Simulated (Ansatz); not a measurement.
Mulliken charges of `CO[Si]C` from B3LYP/def2-TZVPP in Ansatz (PBE0-D4/def2-TZVP geometry).

```json
{"atom": "C1", "x (Å)": "-0.454", "y (Å)": "1.263", "z (Å)": "-0.783", "charge (e)": "-0.112"}
{"atom": "O2", "x (Å)": "0.893", "y (Å)": "1.067", "z (Å)": "-0.424", "charge (e)": "-0.318"}
{"atom": "Si3", "x (Å)": "1.695", "y (Å)": "-0.124", "z (Å)": "0.380", "charge (e)": "0.255"}
{"atom": "C4", "x (Å)": "0.308", "y (Å)": "-1.365", "z (Å)": "0.803", "charge (e)": "-0.399"}
{"atom": "H5", "x (Å)": "-0.527", "y (Å)": "1.345", "z (Å)": "-1.870", "charge (e)": "0.107"}
{"atom": "H6", "x (Å)": "-1.097", "y (Å)": "0.446", "z (Å)": "-0.445", "charge (e)": "0.081"}
{"atom": "H7", "x (Å)": "-0.810", "y (Å)": "2.198", "z (Å)": "-0.342", "charge (e)": "0.107"}
{"atom": "H8", "x (Å)": "-0.184", "y (Å)": "-1.751", "z (Å)": "-0.097", "charge (e)": "0.087"}
{"atom": "H9", "x (Å)": "-0.468", "y (Å)": "-0.912", "z (Å)": "1.432", "charge (e)": "0.086"}
{"atom": "H10", "x (Å)": "0.726", "y (Å)": "-2.216", "z (Å)": "1.347", "charge (e)": "0.104"}
```

Problem. By hand: the dipole of these point charges (1 e Å = 4.8032 D).

Solution. Σ q r = (-0.136, -0.014, -0.019) e Å, of length 0.138 e Å = 0.66 D.

Problem. How does the dipole of the full density compare? (Estimate.)

Solution. The calculation gave: (-0.447, -0.075, -0.042) e Å, 2.19 D; the point charges give 0.30 times that, at 4° from its direction.

Point charges leave out the atoms' own dipoles, such as those of lone pairs, and Mulliken's split depends on the basis, so the two needn't agree.

B3LYP here is the variant with VWN-RPA as its local correlation; programs differ in this.
